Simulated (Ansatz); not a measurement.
A run for Ansatz (an electronic-structure program): R-CCSD(T)/def2-SVPD on AsH7OSi (a complex). The run froze 20 orbitals, filled d shells among them.

Ansatz 0.2 input:
```yaml
crystal:
  periodic: [false, false, false]
  atoms:
    - {symbol: As, position_ang: [-0.37087047, -0.12669010, -0.24454212]}
    - {symbol: H, position_ang: [-1.82746168, -0.18720242, -0.67450692]}
    - {symbol: H, position_ang: [0.14982197, -0.50947290, -1.62037825]}
    - {symbol: H, position_ang: [-0.25696793, 1.36491626, -0.51510325]}
    - {symbol: O, position_ang: [0.74549478, -1.33136271, 2.91454772]}
    - {symbol: Si, position_ang: [0.62259589, -0.07275083, 3.97118922]}
    - {symbol: H, position_ang: [0.48654382, -1.16333641, 1.99905222]}
    - {symbol: H, position_ang: [1.50757063, 1.05873469, 3.59256134]}
    - {symbol: H, position_ang: [1.02766695, -0.59621399, 5.29145655]}
    - {symbol: H, position_ang: [-0.76561848, 0.45121251, 4.04750265]}
basis:
  gaussian:
    orbitals: def2-SVPD
magnetization: {spin_polarized: false}
correlation: {method: ccsd_t, electrons: outside_noble_gas}
scf: {lower_state_search: off}
```

Output:

```
Functional definition: HF
[...]
these checks for a lower state are left out or cut short: stability, starts, cluster_reference, orbital_swaps, neighbouring_geometries, increment
integrals: 0.34 GiB planned
1365 factors; integrals over basis functions are off by at most 1.1e-3 eV
mean field: 0.54 GiB planned
mean field evaluation 1: about -70792.0328 eV, gradient 3.5e1 eV
mean field evaluation 2: about -70792.0876 eV, gradient 3.5e1 eV
mean field evaluation 4: about -70794.9315 eV, gradient 3.0e0 eV
mean field evaluation 8: about -70794.9740 eV, gradient 1.1e-1 eV
mean field -70794.97404094 eV, -2601.6673094475 hartree, gradient 9.2e-7 eV, S^2 0.000000; 0 other end points of the search recorded, 0 dependent functions left out
20 core orbitals not correlated
reference -70794.97404094 eV, -2601.6673094475 hartree; 11, 11 occupied and 110, 110 virtual orbitals, 1365 factors
second order -12.15699400 eV of doubles, -0.00000000 eV of singles
coupled cluster: 0.76 GiB planned
cycle   1  -13.11138538 eV  change   -9.5e-1 eV  update   9.5e-2
cycle   2  -13.55864127 eV  change   -4.5e-1 eV  update   3.0e-2
cycle   3  -13.65197438 eV  change   -9.3e-2 eV  update   1.4e-2
cycle   4  -13.64700663 eV  change    5.0e-3 eV  update   3.3e-3
cycle   5  -13.64623524 eV  change    7.7e-4 eV  update   1.2e-3
cycle   6  -13.64627715 eV  change   -4.2e-5 eV  update   3.7e-4
cycle   7  -13.64610996 eV  change    1.7e-4 eV  update   1.3e-4
cycle   8  -13.64609024 eV  change    2.0e-5 eV  update   4.7e-5
cycle   9  -13.64610923 eV  change   -1.9e-5 eV  update   1.8e-5
perturbative correction -0.35053161 eV, -0.0128817991 hartree
Total energy: -70808.97068178 eV, -2602.1816765111 hartree
Checks for a lower state left out: stability, starts, cluster_reference, orbital_swaps, neighbouring_geometries, increment
```

The run converged.

Cost: very roughly 19 core-seconds.
